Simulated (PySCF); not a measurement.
A structure optimised at PBE0-D3(BJ)/def2-SVPD, used in a PySCF frequency run:

```
C
O 1 1.2327
O 1 1.2485 2 131.88
O 1 1.4238 2 114.49 3 180.00
H 4 0.9627 1 102.41 2 180.00
```
Charge -1, spin multiplicity 1.

**Question.** Write its SMILES, formula and point group.

**Answer.** O=C([O-])O, CHO3, Cs

**Question.** What are its rotational constants (standard atomic weights)?

**Answer.** 12.428, 11.631, 6.0083 GHz
